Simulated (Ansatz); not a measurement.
Species: C$_{3}$H$_{7}$B, SMILES `BC(=C)C` (charge 0, multiplicity 1).

Question: Give a relaxed geometry from Ansatz (a quantum-chemistry and plane-wave program) with PBE0-D4/def2-TZVP.

Answer: One answer among several that fit: the end point of this relaxation, one of several conformers (outside a Z-matrix the atoms follow the SMILES, hydrogens last).
Z-matrix (Å, degrees):
```
C
C 1 1.3420
H 2 1.0847 1 120.84
H 2 1.0888 3 116.70 1 -180.00
C 1 1.5010 2 121.25 3 179.98
H 5 1.0926 1 112.34 2 0.11
H 5 1.0938 6 108.27 1 -122.61
H 5 1.0938 6 108.26 7 -114.80
B 1 1.5405 2 117.34 3 -0.06
H 9 1.1973 1 119.33 2 0.11
H 9 1.1987 10 119.23 1 179.98
```
